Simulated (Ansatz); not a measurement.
Reactions of `BCC(C)[SiH3]`.

Program: Ansatz. Geometries: PBE0-D4/def2-TZVP. ΔE: electronic, gas phase. CCSD(T)/CBS adds triple-zeta CCSD(T) − MP2 to the extrapolated MP2 energy (def2 sets, frozen cores). This one scheme is used for every species, atoms too. For atomizations the MP2-based limit and the directly extrapolated one differ by several kJ/mol either way, and by 10 to 25 for some Ge, Se and Sn compounds, so smaller differences from it don't rank the levels. DFT in def2-TZVPP. B3LYP here is the variant with VWN-RPA as its local correlation; programs differ in this. Open shells (•) are unrestricted, without spin–orbit coupling. Spin–orbit coupling would lower the free atoms: a little for B, C, Si. One conformer a species, not always the lowest.

```
                                                             reaction  CCSD(T)/CBS(def2) (kJ/mol)
                   `BCC(C)[SiH3]` → `BC(C)[SiH3]` + `[CH2]` (triplet)                         414
                             `BCC(C)[SiH3]` → B• + 3 C• + 11 H• + Si•                           ?
                     `BCC(C)[SiH3]` → `BCC[SiH3]` + `[CH2]` (triplet)                         434
                              `BCC(C)[SiH3]` + H₂ → `BCC[SiH3]` + CH₄                         -69
`BCC(C)[SiH3]` + `C[SiH2][SiH2]S` → `BS[SiH2][SiH2]C` + `CC(C)[SiH3]`                         -96
```

(1) Fill in the missing values. (Estimate.)

Largest T1 diagnostic: 0.014, for B•.

## Answers

(1) The calculation gave: `BCC(C)[SiH3]` → B• + 3 C• + 11 H• + Si•: +5783.3 kJ/mol.
